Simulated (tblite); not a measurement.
Compound: C₅H₁₂F₂GeO.
SMILES with atom numbers: `[CH3:1][C@@H:2]([F:3])[GeH2:4][CH2:5][C@H:6]([OH:7])[CH2:8][F:9]` (hydrogens: H10, H11, H12 on C1; H13 on C2; H14, H15 on Ge4; H16, H17 on C5; H18 on C6; H19 on O7; H20, H21 on C8)

Computed with GFN2-xTB (tblite), gas phase: L-BFGS steps from a force-field or distance-geometry start until the largest atomic force falls under 0.01 eV/Å.

Step 70: E = -878.0813 eV
```
atom  x, y, z in Å  |  force x, y, z in eV/Å
C1      3.2795    0.7509   -0.3908    0.016   0.005  -0.004
C2      1.8135    0.4239   -0.5641   -0.031  -0.002   0.026
F3      1.6973   -0.7168   -1.3630   -0.018   0.023  -0.014
Ge4     0.8621   -0.0605    1.1345   -0.015   0.006   0.021
C5     -0.8011   -1.0393    0.6798    0.021  -0.022   0.009
C6     -1.6005   -0.1603   -0.2682   -0.016  -0.044   0.017
O7     -1.3617    1.1730    0.1386    0.044  -0.032   0.015
C8     -3.0990   -0.4747   -0.2427   -0.050  -0.031  -0.004
F9     -3.3303   -1.6830   -0.8461    0.008  -0.011   0.008
H10     3.7703   -0.0423    0.1672    0.037  -0.019   0.014
H11     3.7684    0.8517   -1.3573    0.012   0.013  -0.041
H12     3.3783    1.6826    0.1586   -0.008   0.017   0.029
H13     1.3060    1.2164   -1.1214   -0.013   0.007  -0.007
H14     1.8068   -0.9830    1.8710   -0.029  -0.033   0.026
H15     0.6263    1.1148    2.0376    0.031   0.009  -0.046
H16    -1.3691   -1.2388    1.5884   -0.005   0.037  -0.012
H17    -0.5765   -1.9949    0.2118   -0.006  -0.016  -0.014
H18    -1.2461   -0.3181   -1.2965    0.045   0.031  -0.013
H19    -1.7788    1.7929   -0.4673   -0.045   0.010  -0.029
H20    -3.6799    0.2700   -0.8013    0.026   0.025  -0.003
H21    -3.4743   -0.5480    0.7824   -0.006   0.027   0.024
```

Step 71: E = -878.0821 eV
```
atom  x, y, z in Å  |  force x, y, z in eV/Å
C1      3.2797    0.7530   -0.3880    0.013   0.009   0.001
C2      1.8121    0.4295   -0.5626   -0.009   0.009   0.018
F3      1.6920   -0.7035   -1.3714   -0.011   0.015  -0.008
Ge4     0.8644   -0.0640    1.1345   -0.035  -0.015   0.008
C5     -0.8009   -1.0429    0.6811    0.011  -0.001  -0.004
C6     -1.5997   -0.1666   -0.2716   -0.006  -0.022   0.013
O7     -1.3536    1.1704    0.1236    0.025  -0.064  -0.001
C8     -3.1011   -0.4718   -0.2396   -0.022  -0.028   0.004
F9     -3.3420   -1.6837   -0.8310    0.011  -0.019   0.003
H10     3.7699   -0.0448    0.1652    0.025  -0.006  -0.005
H11     3.7699    0.8620   -1.3534   -0.002   0.002  -0.031
H12     3.3807    1.6808    0.1687   -0.017   0.006   0.024
H13     1.3025    1.2260   -1.1120    0.003   0.019  -0.006
H14     1.8139   -0.9887    1.8629   -0.038  -0.027   0.032
H15     0.6233    1.1070    2.0415    0.038   0.009  -0.042
H16    -1.3683   -1.2360    1.5917   -0.005   0.033  -0.027
H17    -0.5787   -2.0013    0.2169   -0.007  -0.006  -0.006
H18    -1.2487   -0.3318   -1.3010    0.033   0.024   0.021
H19    -1.7712    1.7855   -0.4876   -0.033   0.002  -0.012
H20    -3.6785    0.2712   -0.8036    0.027   0.029  -0.004
H21    -3.4746   -0.5335    0.7870    0.000   0.029   0.023
```

Step 72: E = -878.0828 eV
```
atom  x, y, z in Å  |  force x, y, z in eV/Å
C1      3.2815    0.7534   -0.3883    0.006   0.010   0.001
C2      1.8130    0.4285   -0.5619    0.015   0.019   0.010
F3      1.6921   -0.7017   -1.3738   -0.005   0.000  -0.009
Ge4     0.8667   -0.0663    1.1350   -0.036  -0.033  -0.011
C5     -0.8009   -1.0426    0.6829   -0.003   0.005  -0.015
C6     -1.6004   -0.1676   -0.2710    0.012  -0.011   0.006
O7     -1.3547    1.1695    0.1222    0.010  -0.032  -0.004
C8     -3.1023   -0.4718   -0.2410    0.008   0.001   0.010
F9     -3.3423   -1.6837   -0.8293   -0.002  -0.064  -0.019
H10     3.7739   -0.0452    0.1631    0.012   0.004  -0.021
H11     3.7721    0.8674   -1.3538   -0.020  -0.007  -0.009
H12     3.3815    1.6795    0.1720   -0.021  -0.001   0.017
H13     1.3005    1.2246   -1.1088    0.013   0.032  -0.005
H14     1.8164   -0.9923    1.8618   -0.045  -0.022   0.034
H15     0.6267    1.1061    2.0383    0.035   0.019  -0.027
H16    -1.3679   -1.2305    1.5949   -0.006   0.024  -0.028
H17    -0.5825   -2.0028    0.2202   -0.006  -0.003   0.003
H18    -1.2480   -0.3301   -1.3004    0.031   0.001   0.020
H19    -1.7795    1.7820   -0.4875   -0.016  -0.003   0.007
H20    -3.6775    0.2707   -0.8080    0.026   0.031  -0.003
H21    -3.4770   -0.5303    0.7847   -0.009   0.029   0.042
```

**Question.** Estimate the geometry and energy of step 73. (The exact step hangs on the optimiser's Hessian estimate; all steps are aligned on step 72, rigid shifts and turns removed.)

**Answer.** E = -878.0835 eV, largest force 0.063 eV/Å
```
atom  x, y, z in Å  |  force x, y, z in eV/Å
C1      3.2827    0.7546   -0.3878   -0.002   0.008   0.002
C2      1.8129    0.4305   -0.5606    0.028   0.021  -0.004
F3      1.6896   -0.6967   -1.3768    0.003   0.002  -0.002
Ge4     0.8669   -0.0684    1.1354   -0.019  -0.037  -0.023
C5     -0.8009   -1.0443    0.6832   -0.016   0.009  -0.023
C6     -1.6002   -0.1711   -0.2724    0.019   0.005  -0.010
O7     -1.3500    1.1669    0.1159   -0.023  -0.007  -0.018
C8     -3.1038   -0.4712   -0.2403    0.033   0.011   0.012
F9     -3.3465   -1.6849   -0.8242   -0.007  -0.050  -0.011
H10     3.7762   -0.0458    0.1614   -0.001   0.017  -0.037
H11     3.7730    0.8723   -1.3538   -0.034  -0.012   0.012
H12     3.3830    1.6789    0.1763   -0.023  -0.013   0.006
H13     1.2991    1.2283   -1.1048    0.026   0.029   0.006
H14     1.8176   -0.9954    1.8610   -0.052  -0.016   0.032
H15     0.6285    1.1044    2.0379    0.031   0.020  -0.020
H16    -1.3687   -1.2272    1.5955   -0.007   0.011  -0.020
H17    -0.5847   -2.0061    0.2226   -0.003   0.000   0.011
H18    -1.2476   -0.3347   -1.3020    0.016  -0.015   0.031
H19    -1.7810    1.7783   -0.4919    0.006  -0.024   0.032
H20    -3.6763    0.2721   -0.8097    0.028   0.015  -0.002
H21    -3.4784   -0.5238    0.7863   -0.002   0.023   0.026
```

The energy changes by -0.0007 eV. The first-order estimate −F·Δx gives -0.0009 eV and the mean of the old and new forces, exact on a quadratic surface, -0.0007 eV. The step makes an angle of 74° with the force vector and moves no atom by more than 0.008 Å.

The cost below is that of the whole relaxation. Hardware: AMD EPYC 9R45, one thread, on a shared host. Cost: 0.72 s of wall time.
